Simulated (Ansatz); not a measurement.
System: SnBr, net charge 0, doublet state. SMILES: [Sn][Br]
Coordinates optimised at B3LYP-D3(BJ)/def2-TZVP (Ansatz, a first-principles code):
```
Sn
Br 1 2.5465
```
Charge 0, spin multiplicity 2.

Parts of the frozen-core correlation energy in STO-3G (Ansatz, hartree). Frozen orbitals: 37; correlated occupied orbitals by spin: 6 and 5; virtual: 2 and 3. UHF or UKS for open shells. Spin-orbit coupling is left out. In def2 rows, elements after Kr have scalar-relativistic effective core potentials. STO-3G rows are all-electron and non-relativistic.

```csv
term,value
reference (HF),-8507.97059
MP2 opposite-spin,-0.01769
MP2 same-spin,-0.00195
CCSD correlation,-0.02930
(T),-0.00098
T1 diagnostic,0.014
largest doubles amplitude,0.094
<S^2> of the reference,0.754
```
